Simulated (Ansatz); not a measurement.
Compare A (`C/C(Cl)=C(\F)[SiH3]`) with its isomer B (`C=C[Si](C)(F)Cl`).

Isolated molecules relaxed with PBE0-D4/def2-TZVP in Ansatz; ΔE leaves out vibrations. CBS: MP2 limit from def2 TZ/QZ plus the TZ coupled-cluster correction, frozen cores. Functionals use def2-TZVPP. B3LYP here is the variant with VWN-RPA as its local correlation; programs differ in this. One conformer a species, not always the lowest.

(1) Which isomer does CCSD(T)/CBS put lower? Give the gap. (An estimate is asked.)

(2) Give E(B) − E(A) in kJ/mol with CCSD(T)/def2-TZVPP, PBE-D4, r2SCAN-D4, B3LYP, CCSD/def2-TZVPP, B3LYP-D4, B2PLYP. (Best estimate.)

Largest T1 diagnostic: 0.012.

Results:

(1) The calculation gave: B, by 431.3 kJ/mol.

(2) Computed: CCSD(T)/def2-TZVPP -423.7, PBE-D4 -391.5, r2SCAN-D4 -418.0, B3LYP -413.7, CCSD/def2-TZVPP -429.8, B3LYP-D4 -414.6, B2PLYP -423.8. None reverses the order clearly.

From PBE to PBE0 (25 % exact exchange), in def2-TZVPP and without D4, E(B) − E(A) moves by −17.5 kJ/mol. In def2-TZVPP, CCSD(T) changes the Hartree–Fock value by +20.8 kJ/mol (the triples alone add +6.1 kJ/mol) and MP2 by +8.3 kJ/mol.
